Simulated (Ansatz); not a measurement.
**Molecular dynamics, step by step**

HSeO$_{2}$ (SMILES [O-][Se]O) (charge -1), closed shell, CAM-B3LYP-D4/cc-pVDZ (Ansatz 0.2.0). Settings (timestep in fs, temperature in K; T counts 6 degrees of freedom):

```yaml
hamiltonian: {xc: {name: CAM-B3LYP}, dispersion: d4}
md: {n_steps: 40, timestep: 0.75, temperature: 300, ensemble: nve, seed: 116, initial_velocities: maxwell_boltzmann}
```

Start (the SMILES describes the start alone):

```
4
angstrom
O 0.8825 0.1443 1.2766
Se -0.7201 0.2908 0.8178
O -0.5547 -0.1426 -1.0518
H 0.3923 -0.2925 -1.0426
```

| step | time (fs) | potential energy less the start (meV) | kinetic energy (meV) | T (K) |
| --- | --- | --- | --- | --- |
| 0 | 0.00 | 0.0 | 77.6 | 300 |
| 2 | 1.50 | 11.8 | 65.9 | 255 |
| 4 | 3.00 | 15.6 | 61.7 | 238 |
| 6 | 4.50 | 28.3 | 49.4 | 191 |
| 8 | 6.00 | 27.1 | 50.6 | 196 |
| 10 | 7.50 | 14.2 | 63.0 | 244 |
| 12 | 9.00 | 11.5 | 66.3 | 256 |
| 14 | 10.50 | -1.0 | 78.5 | 304 |
| 16 | 12.00 | -12.4 | 89.5 | 346 |
| 18 | 13.50 | -4.6 | 82.2 | 318 |
| 20 | 15.00 | -1.8 | 79.3 | 307 |
| 22 | 16.50 | 2.5 | 74.6 | 288 |
| 24 | 18.00 | 26.6 | 51.0 | 197 |
| 26 | 19.50 | 43.4 | 34.3 | 133 |
| 28 | 21.00 | 52.8 | 24.6 | 95 |
| 30 | 22.50 | 63.9 | 14.0 | 54 |
| 32 | 24.00 | 54.0 | 23.7 | 92 |
| 34 | 25.50 | 31.3 | 46.0 | 178 |
| 36 | 27.00 | 15.2 | 62.5 | 242 |
| 38 | 28.50 | -9.5 | 86.8 | 336 |
| 40 | 30.00 | -25.8 | 102.9 | 398 |

Step 2, positions (Å) and forces (eV/Å):

```
atom       x       y       z      Fx      Fy      Fz
  O1   0.882   0.143   1.274   1.545  -0.111   0.591
 Se2  -0.721   0.292   0.820  -1.268   0.061  -0.639
  O3  -0.551  -0.146  -1.055  -1.055   0.093  -0.209
  H4   0.397  -0.276  -1.084   0.778  -0.043   0.257
```

Step 8, positions (Å) and forces (eV/Å):

| atom | x | y | z | Fx | Fy | Fz |
| --- | --- | --- | --- | --- | --- | --- |
| O1 | 0.891 | 0.138 | 1.272 | 1.062 | -0.048 | 0.561 |
| Se2 | -0.724 | 0.294 | 0.824 | -0.547 | -0.083 | -0.923 |
| O3 | -0.546 | -0.155 | -1.068 | 0.253 | -0.044 | -0.202 |
| H4 | 0.436 | -0.222 | -1.164 | -0.768 | 0.175 | 0.564 |

Step 24, positions (Å) and forces (eV/Å):

```csv
atom,x,y,z,Fx,Fy,Fz
O1,0.948,0.126,1.289,-1.071,0.146,-0.288
Se2,-0.735,0.298,0.824,0.989,-0.339,-0.355
O3,-0.547,-0.177,-1.097,-0.774,0.164,0.876
H4,0.389,0.015,-1.011,0.857,0.029,-0.234
```

Last step (40):

O1  (0.933, 0.124, 1.290)
Se2  (-0.731, 0.296, 0.817)
O3  (-0.552, -0.174, -1.059)
H4  (0.385, 0.113, -1.108)
(Å)

Hardware: 2 CPU threads of an Arm Neoverse V2, shared host. Wall time about 47 s.
